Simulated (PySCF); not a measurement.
**Correlation energy of Au+ (gold, charge +1)**

[Xe] 4f14 5d9 6p1, one real determinant (an excited configuration). Calculation: PySCF 2.14, in x2c-TZVPPall with one added diffuse shell each of s, p, d, f type (12s8p8d4f1g, 113 functions); the spin-free X2C one-electron Hamiltonian (Gaussian nucleus). Frozen: [Kr] 4d10 4f14; 18 electrons correlated.

MP2 pair energies summed by pair of shells (mhartree):

| pair | energy | share (%) |
| --- | --- | --- |
| 5d-5d | -242.76 | 48.9 |
| 5p-5d | -140.26 | 28.3 |
| 5p-5p | -36.96 | 7.4 |
| 5d-6p | -28.02 | 5.6 |
| 5s-5d | -23.85 | 4.8 |
| 5s-5p | -17.48 | 3.5 |
| 5p-6p | -3.73 | 0.8 |
| 5s-5s | -2.95 | 0.6 |
| 5s-6p | -0.22 | 0.0 |

Total MP2 correlation energy: -496.23 mhartree.

Same-spin part -165.82 and opposite-spin part -330.41 mhartree; SCS-MP2 scales them by 1/3 and 6/5 to -451.77 mhartree.

The reference is one real determinant that mixes LS terms of this configuration.

This basis was not built for core-valence correlation, so the inner-shell part is incomplete.
